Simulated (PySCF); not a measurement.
Si(F)(H)(SiH3)2, SMILES F[SiH]([SiH3])[SiH3] (H₇FSi₃) at its CAM-B3LYP/def2-SVP optimised geometry (Å):

```
11

Si     0.2640    -0.8469    -1.9079
F      0.8540    -2.3721    -1.9276
Si    -2.0790    -0.9693    -1.9564
Si     1.0968     0.2367     0.0000
H      0.7572    -0.1562    -3.1338
H     -2.5430    -1.7192    -3.1559
H     -2.6296     0.4154    -2.0041
H     -2.5856    -1.6458    -0.7305
H      2.5856     0.2367     0.0000
H      0.6097     1.6458     0.0000
H      0.6077    -0.4406     1.2326
```

Calculation: CAM-B3LYP/def2-TZVP (PySCF).

Map of the Laplacian of the electron density (e/bohr⁵) on the plane z = 1.0 Å:

```
|99999999999999999999999999999|
|99999999999999999999999999999|
|99999999999999999999999999999|
|99999999999999999999999999999|
|99999999999999999999999999999|
|99999999999999999999999999999|
|99999999999999999999999999999|
|99999999999999999999999999999|
|99999999999999999999999999999|
|99999999999999999999999999999|
|99999999999999999999999999999|
|99999999999999999999999999999|
|99999999999999999999999999999|
|99999999999999999999999999999|
|99999999999999997899999999999|
|99999999999999970899999999999|
|99999999999999998999999999999|
|99999999999999999999999999999|
|99999999999999999999999999999|
|99999999999999999999999999999|
|99999999999999999999999999999|
|99999999999999999999999999999|
|99999999999999999999999999999|
|99999999999999999999999999999|
|99999999999999999999999999999|
|99999999999999999999999999999|
|99999999999999999999999999999|
|99999999999999999999999999999|
|99999999999999999999999999999|
```
Scale: ten equal steps from -1.07 (start of '0') to 0.055 (end of '9'), in the order '0123456789'; x runs from -5.00 to 5.00, y from -5.00 (bottom) to 5.00 (top).
